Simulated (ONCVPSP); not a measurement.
# Before and after: ONCV potential for Ar

| Property | Result |
| --- | --- |
| Element | Ar (Z = 18) |
| Generator | ONCVPSP 4.0.1 |
| Type | optimised norm-conserving Vanderbilt (ONCV) |
| Functional | PBE |
| Relativity | fully relativistic |
| Frozen core | [Ne] |
| Valence charge | 8 |
| Reference configuration | 3s2 3p6 |
| Partial waves | 3s: rc 1.05 bohr, ncon 3, nbas 6, qcut 4.9 1/bohr, 2 projectors, debl 1 Ha; 3p: rc 1.45 bohr, ncon 4, nbas 7, qcut 6.2 1/bohr, 3 projectors, debl 1.5 Ha; d scattering state at 0.38 Ha: rc 1.60 bohr, ncon 4, nbas 7, qcut 5.5 1/bohr, 1 projector |
| Local potential | polynomial inside 0.70 bohr (lpopt 5, dvloc0 0 Ha) |
| Core correction | none |

Open shells are filled in proportion to 2j + 1.

Change: p: qcut 5.8.

Cutoffs: the cutoffs (Ha) at which the residual kinetic energy of the hardest occupied pseudo-wave falls to 1 and 0.1 mHa per electron; they do not see the model core or the augmentation charge, which bear on the density cutoff. Errors are all-electron minus pseudo energies relative to the spin-unpolarised reference configuration.

**Question.** Predict the effect on cutoff, ghosts and configuration errors.

**Answer.** The potential gets neither clearly harder nor softer (57 Ha and 78 Ha → 57 Ha and 78 Ha); the errors of the 4 common tests hardly move; neither file shows a bound ghost.

```tsv
quantity	base	changed
cutoff, loose	57 Ha	57 Ha
cutoff, tight	78 Ha	78 Ha
loose cutoff by channel	s 57 Ha, p 9.4 Ha	s 57 Ha, p 9.3 Ha
bound ghosts	none	none
GHOST(+) flags under 300 eV	none	none
error for 3s2 3p5, meV [ΔE 16.06 eV]	+0.8	+0.8
error for 3s2 3p4, meV [ΔE 44.72 eV]	+9.2	+8.7
error for 3s2 3p3, meV [ΔE 87.30 eV]	+41	+39
error for 3s1 3p6, meV [ΔE 30.67 eV]	+2.2	+2.5
s: phases at 1.06 bohr within 0.05 rad from the reference energy up to (Ha; the scan ends near 5)	4.0	4.0
p3/2: phases at 1.47 bohr within 0.05 rad from the reference energy up to (Ha; the scan ends near 5)	to the end of the scan	to the end of the scan
p1/2: phases at 1.47 bohr within 0.05 rad from the reference energy up to (Ha; the scan ends near 5)	to the end of the scan	to the end of the scan
d5/2: phases at 1.63 bohr within 0.05 rad from the reference energy up to (Ha; the scan ends near 5)	2.8	2.8
d3/2: phases at 1.63 bohr within 0.05 rad from the reference energy up to (Ha; the scan ends near 5)	2.8	2.8
```
